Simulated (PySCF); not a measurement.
This PySCF input asks for the NMR shieldings of SMILES CC(C)(C)[C@H]1CN[SiH2]N1, C6H16N2Si; the geometry comes from GFN2-xTB.

```python
import basis_set_exchange as bse
import numpy as np
from pyscf import gto, dft
from pyscf.prop import nmr

atoms = """
C    -1.326049   -0.292276   -1.383336
C    -1.043755    0.287353    0.003949
C    -1.885615   -0.439653    1.055949
C    -1.441857    1.768990    0.007654
C     0.458271    0.169541    0.363162
C     0.956832   -1.270296    0.546274
N     2.389224   -1.236951    0.345367
Si    2.848051   -0.004905   -0.762236
N     1.303062    0.740402   -0.668341
H    -1.228267   -1.374485   -1.386157
H    -2.339289   -0.044381   -1.691683
H    -0.626296    0.117992   -2.106397
H    -2.944227   -0.293141    0.851079
H    -1.683970   -1.507245    1.051977
H    -1.672556   -0.052267    2.050055
H    -2.515510    1.867941   -0.138886
H    -1.183757    2.235922    0.956339
H    -0.943599    2.309624   -0.793423
H     0.611006    0.699054    1.318727
H     0.733064   -1.631575    1.555107
H     0.468303   -1.935639   -0.176064
H     2.822139   -2.144448    0.381737
H     3.999962    0.690066   -0.181457
H     3.067801   -0.363629   -2.168439
H     1.166096    1.728150   -0.796398
"""
names = dict.fromkeys(["C", "N", "Si", "H"], "pcSseg-1")
basis = {el: gto.basis.parse(bse.get_basis(n, elements=[el], fmt="nwchem")) for el, n in names.items()}
mol = gto.M(atom=atoms, basis=basis, charge=0, verbose=0)
mf = dft.RKS(mol, xc="PBE0")
mf.grids.level = 2
mf.grids.alignment = dft.numint.BLKSIZE   # the property module wants whole blocks of grid points
mf.conv_tol = 1e-9
mf.kernel()

calc = nmr.RKS(mf)   # GIAO
C = mf.mo_coeff
Co = C[:, mf.mo_occ > 0]
resp = mf.gen_response(singlet=True, hermi=2)
def vind(x):   # induced exchange potential for any number of trial vectors
    d = np.einsum("pi,xij,qj->xpq", C, 2 * x.reshape(-1, C.shape[1], Co.shape[1]), Co, optimize=True)
    return np.einsum("xpq,pi,qj->xij", resp(d - d.transpose(0, 2, 1)), C, Co, optimize=True).ravel()
mo1, _ = nmr.rhf.solve_mo1(calc, with_cphf=vind)
sigma = calc.kernel(mo1)
for i, s in enumerate(sigma):   # ppm
    w = np.linalg.eigvalsh((s + s.T) / 2)
    print("%2d %-2s iso %8.1f  s11 %8.1f  s22 %8.1f  s33 %8.1f" % (i, mol.atom_pure_symbol(i), w.mean(), *w))
```

Question: Give the expected output.

Answer: 
```
 0 C  iso    164.9  s11    151.8  s22    156.6  s33    186.4
 1 C  iso    151.0  s11    142.3  s22    150.2  s33    160.3
 2 C  iso    158.3  s11    141.7  s22    146.9  s33    186.4
 3 C  iso    155.2  s11    131.9  s22    146.5  s33    187.2
 4 C  iso    119.8  s11    102.6  s22    117.5  s33    139.3
 5 C  iso    138.2  s11    118.9  s22    131.8  s33    163.8
 6 N  iso    247.0  s11    192.2  s22    238.2  s33    310.7
 7 Si iso    372.7  s11    350.2  s22    352.1  s33    415.7
 8 N  iso    236.1  s11    191.3  s22    226.5  s33    290.5
 9 H  iso     31.0  s11     26.3  s22     29.5  s33     37.4
10 H  iso     31.3  s11     27.1  s22     29.1  s33     37.8
11 H  iso     29.8  s11     24.6  s22     30.2  s33     34.5
12 H  iso     30.9  s11     26.8  s22     28.3  s33     37.5
13 H  iso     31.0  s11     25.8  s22     30.2  s33     36.9
14 H  iso     30.9  s11     27.3  s22     28.0  s33     37.3
15 H  iso     30.9  s11     27.0  s22     28.3  s33     37.4
16 H  iso     30.9  s11     27.2  s22     28.0  s33     37.5
17 H  iso     30.5  s11     25.9  s22     29.5  s33     36.2
18 H  iso     28.4  s11     25.0  s22     27.2  s33     33.1
19 H  iso     28.4  s11     22.1  s22     29.6  s33     33.3
20 H  iso     28.7  s11     22.5  s22     29.5  s33     34.1
21 H  iso     31.9  s11     22.2  s22     28.5  s33     44.9
22 H  iso     26.3  s11     22.6  s22     23.3  s33     33.1
23 H  iso     26.3  s11     22.2  s22     24.1  s33     32.8
24 H  iso     31.7  s11     21.5  s22     31.1  s33     42.5
```

These numbers come from an equivalent density-fitted implementation of the same equations, which agrees with the script to about 0.01 ppm for H and up to a few tenths of a ppm for heavy atoms, so last digits may differ.

Question: Turn these shieldings into chemical shifts. Chemical shifts δ = σref − σ; ¹³C (σref 186.93), ²⁹Si (σref 349.16), ¹H (σref 31.72) vs TMS; ¹⁵N (σref 267.73) against NH3, all at this level.

Answer: Averaging equivalent atoms: C 4: 67.1; C 5: 48.7; C 1: 36.0; C 0/2/3: 27.4; N 8: 31.6; N 6: 20.7; Si 7: -23.5; H 22: 5.40; H 23: 5.38; H 19: 3.36; H 18: 3.27; H 20: 3.05; H 9/10/11/12/13/14/15/16/17: 0.92; H 24: 0.04; H 21: -0.14 ppm. Experimental scales use liquid or dissolved standards, which lie at an offset from isolated NH3 (liquid NH3: subtract about 20 ppm).

Size and cost of the density-fitted run: 240 basis functions, 30 s wall time on 1 thread of an AMD EPYC 9R45 96-Core, shared host; peak memory 1.1 GiB.
